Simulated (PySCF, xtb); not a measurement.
C4H3ClF2, SMILES C#CC(F)(F)CCl. One conformer was computed; it need not be the lowest.

Harmonic wavenumbers (cm⁻¹) from GFN2-xTB run with xtb at its own minimum, in rising order: 62, 113, 157, 201, 335, 354, 448, 502, 550, 683, 686, 720, 784, 864, 986, 1055, 1103, 1191, 1233, 1402, 2283, 2987, 2995, 3390.

What does B3LYP-D3(BJ)/def2-SVP (PySCF 2.14.0) give at its own minimum? (Estimate from the structure and the level; the computed values follow.)

89, 141, 186, 226, 363, 399, 488, 568, 633, 730, 738, 743, 818, 901, 1089, 1123, 1208, 1289, 1306, 1441, 2248, 3097, 3174, 3467. Paired by order, the mean absolute difference is 60 cm⁻¹ and the zero-point energies are 35.9 and 37.8 kcal/mol.
